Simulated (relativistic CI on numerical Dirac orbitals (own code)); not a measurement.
Transition arrays of Br10+

Calculated at this level of theory: Dirac-Coulomb-Breit CI, orbitals from a KLI potential per configuration, model QED (radiative potential, 1s self-energy scaled to tabulated hydrogen-like ionisation energies), valence Slater integrals scaled by 0.9, whole transition arrays (own radial code, finite nucleus).

Configurations in the expansion (outside the closed core [Ne] 3s2): 3p⁶3d⁷, 3p⁶3d⁶4f, 3p⁵3d⁸, 3p⁶3d⁶4p, 3p⁶3d⁶5f. Levels of other configurations are missing.

All E1 lines from the levels of 3p⁶3d⁷; mean and standard deviation are weighted by gf, and upper levels are sorted by their leading configuration.

| Upper configuration | Lines | Σgf | Mean (eV) | Mean (nm) | σ (eV) | Strongest line (nm) |
| --- | --- | --- | --- | --- | --- | --- |
| 3p⁶3d⁶4f | 2825 | 309.6 | 200.17 | 6.194 | 3.63 | 6.158 |
| 3p⁵3d⁸ | 447 | 94.8 | 121.18 | 10.231 | 7.29 | 9.502 |
| 3p⁶3d⁶4p | 1737 | 46.4 | 134.86 | 9.194 | 4.39 | 9.181 |
| 3p⁶3d⁶5f | 2825 | 202.5 | 237.57 | 5.219 | 3.95 | 5.180 |

Σgf per state of the lower configuration in bins of 0.2 nm over the central range (centre: value): 5.1: 0.75, 5.3: 0.87, 5.5: 0.05, 5.9: 0.08, 6.1: 1.41, 6.3: 0.97, 6.5: 0.11, 8.9: 0.07, 9.1: 0.13, 9.3: 0.08, 9.5: 0.19, 9.7: 0.12, 9.9: 0.06, 10.1: 0.07, 10.3: 0.08, 10.5: 0.09, 10.7: 0.10.

How do configuration mixing and the scaling of the Slater integrals move the arrays?

Slater scale 0.9, no configuration mixing: 3p⁶3d⁶4f 200.3 ± 3.6 eV (Σgf 324.8), 3p⁵3d⁸ 122.5 ± 7.7 eV (Σgf 112.6), 3p⁶3d⁶4p 136.6 ± 3.4 eV (Σgf 49.3), 3p⁶3d⁶5f 237.4 ± 4.0 eV (Σgf 147.6); Slater scale 1: 3p⁶3d⁶4f 200.6 ± 4.0 eV (Σgf 311.7), 3p⁵3d⁸ 121.2 ± 7.8 eV (Σgf 89.6), 3p⁶3d⁶4p 134.7 ± 4.4 eV (Σgf 49.7), 3p⁶3d⁶5f 237.8 ± 4.4 eV (Σgf 205.0); Slater scale 0.8: 3p⁶3d⁶4f 199.8 ± 3.3 eV (Σgf 307.4), 3p⁵3d⁸ 120.8 ± 6.7 eV (Σgf 97.4), 3p⁶3d⁶4p 134.9 ± 4.3 eV (Σgf 45.6), 3p⁶3d⁶5f 237.4 ± 3.5 eV (Σgf 200.2). With mixing, levels are counted to their leading configuration, so an array can shrink or vanish into another, and the sums then hold other lines.
